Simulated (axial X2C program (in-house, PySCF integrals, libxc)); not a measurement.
# Levels of CsBe by electron attachment to CsBe⁺ (EOM-EA-CCSD)

Computed with an axial X2C code built on PySCF integrals: two-component X2C with atomic mean-field Coulomb and Gaunt terms, Gaussian nuclei, basis Cs dyall-acv3z, Be dyall-acv3z with contracted cores.

R = 3.730 Å (near the PBE0 minimum at charge 0 of the determinant lowest at the starting distance; the state shown can have its own minimum elsewhere).

Hartree–Fock spinors of CsBe⁺ (one of each Kramers pair; a window near the gap, which can cut inner shells):

```
  ω  occupied  ε (eV)                     character
1/2       yes  -24.25                      99% Cs p
1/2       yes  -22.44                      98% Cs p
3/2       yes  -22.44                     100% Cs p
1/2       yes  -12.28    81% Be s, 7% Cs p, 7% Cs d
1/2        no   -3.19   63% Cs s, 25% Be p, 6% Cs p
1/2        no   -2.60  58% Be p, 30% Cs p, 12% Cs d
3/2        no   -2.58  59% Be p, 28% Cs p, 13% Cs d
1/2        no   -2.20   57% Be p, 18% Cs s, 9% Cs p
1/2        no   -1.98  54% Cs p, 34% Cs d, 11% Be p
3/2        no   -1.96  56% Cs p, 33% Cs d, 11% Be p
```

Levels of CsBe obtained by attaching an electron to CsBe⁺:

```csv
Ω,binding energy (eV),above lowest (cm⁻¹),attached spinor,one-particle weight
1/2,3.668,0,"56% Cs sσ, 36% Be pσ",0.96
1/2,3.091,4659,"66% Be pπ, 17% Cs pπ, 16% Cs dπ",0.95
3/2,3.077,4766,"67% Be pπ, 16% Cs dπ, 16% Cs pπ",0.94
1/2,2.737,7508,"48% Be pσ, 22% Cs sσ, 12% Cs dσ",0.94
1/2,2.187,11946,"63% Cs pπ, 24% Cs dπ",0.99
3/2,2.158,12181,"69% Cs pπ, 25% Cs dπ, 6% Be pπ",0.99
1/2,2.124,12457,"55% Cs pσ, 32% Cs dσ",0.99
```

Take the first Ω = 1/2 and Ω = 3/2 rows of π character: how far apart are they, and which lies lower?

E(3/2) − E(1/2) = 4766 − 4659 = 107 cm⁻¹ at EOM-EA-CCSD: regular, Ω = 1/2 lower. Splittings at this level can be off by ten to twenty per cent.

This point took 9.1 s on 1 thread of Arm Neoverse V1 (shared host).

Reference electrons by ω block (each with its −ω partner): 1/2: 19, 3/2: 8, 5/2: 2. 10 electrons of CsBe⁺ correlated (inner shells frozen), 92 natural virtual spinors (a truncated set); levels can be off by some tenths of an eV. Roots sought by Ω: (1/2: 5, 3/2: 4, 5/2: 2, 7/2: 1); the list ends where they run out and leaves out roots under 60 % one-particle weight. The solver can skip a root, and states that need a further excitation, which the method places far too high, are missing though they may lie low or lowest. T1 of the reference 0.008 (Lee–Taylor). The reference was not checked to be the lowest state of its species. Number of frozen shells: Cs 4 s, 3 p, 2 d; Be 1 s.
